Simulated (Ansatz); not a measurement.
CH$_{6}$AlOSi (SMILES [CH3][Al+][O][SiH3]), charge +1, singlet, at a GFN2-xTB geometry (such geometries of metal compounds can be far from the true shape). Base run: PBE/6-31G (Ansatz, a quantum-chemistry and plane-wave program).

The Ansatz input:
Ansatz 0.2 input:
```yaml
crystal:
  periodic: [false, false, false]
  atoms:
    - {symbol: Al, position_ang: [-0.69413631, 0.46101638, 0.73783097]}
    - {symbol: C, position_ang: [-1.81733312, 1.34047296, 2.08496114]}
    - {symbol: H, position_ang: [-2.53178019, 0.62537184, 2.51072296]}
    - {symbol: H, position_ang: [-2.36155384, 2.17998299, 1.63499360]}
    - {symbol: H, position_ang: [-1.15906810, 1.71493517, 2.87853154]}
    - {symbol: O, position_ang: [0.29241135, -0.23991573, -0.33610933]}
    - {symbol: Si, position_ang: [1.35976930, -0.95822049, -1.52077545]}
    - {symbol: H, position_ang: [0.56876578, -0.79052774, -2.73690771]}
    - {symbol: H, position_ang: [1.49147977, -2.32051420, -1.01112635]}
    - {symbol: H, position_ang: [2.54386611, -0.11088583, -1.39805267]}
basis:
  gaussian:
    orbitals: 6-31G
hamiltonian:
  xc: pbe
total_charge: 1
```

The bond that is stretched is that between atoms 8 and 7. A test that says stable can miss a lower solution.

Each row names what was changed in the base input (with any setting that the change needs).

```tsv
change	ΔE vs base (kcal/mol)	<S^2>	stability test says
base	0.000	0.000	minimum (restricted orbitals)
spin_polarized = on; lower_state_search = off	0.000	0.000	undecided (no full test)
spin_polarized = on; lower_state_search = standard	0.000	0.000	minimum
bond × 1.25	12.76	0.000	minimum (restricted orbitals)
spin_polarized = on; lower_state_search = off; bond × 1.25	12.76	0.000	undecided (no full test)
spin_polarized = on; lower_state_search = standard; bond × 1.25	12.76	0.000	minimum
bond × 1.5	38.54	0.000	minimum (restricted orbitals)
spin_polarized = on; lower_state_search = off; bond × 1.5	38.54	0.000	undecided (no full test)
spin_polarized = on; lower_state_search = standard; bond × 1.5	38.54	0.000	minimum
bond × 1.8	66.5	0.000	minimum (restricted orbitals)
spin_polarized = on; lower_state_search = off; bond × 1.8	66.5	0.000	undecided (no full test)
spin_polarized = on; lower_state_search = standard; bond × 1.8	66.5	0.000	minimum
bond × 2.2	92.4	0.000	minimum (restricted orbitals)
spin_polarized = on; lower_state_search = off; bond × 2.2	92.4	0.000	undecided (no full test)
spin_polarized = on; lower_state_search = standard; bond × 2.2	82.5	0.836	minimum
bond × 3.0	115.4	0.000	minimum (restricted orbitals)
spin_polarized = on; lower_state_search = off; bond × 3.0	115.4	0.000	undecided (no full test)
spin_polarized = on; lower_state_search = standard; bond × 3.0	86.4	0.993	minimum
```

Where a bond breaks into two radicals, a solution with restricted orbitals usually stops being the lowest and lies too high; an unrestricted one lies lower at the price of spin contamination, which <S^2> shows.
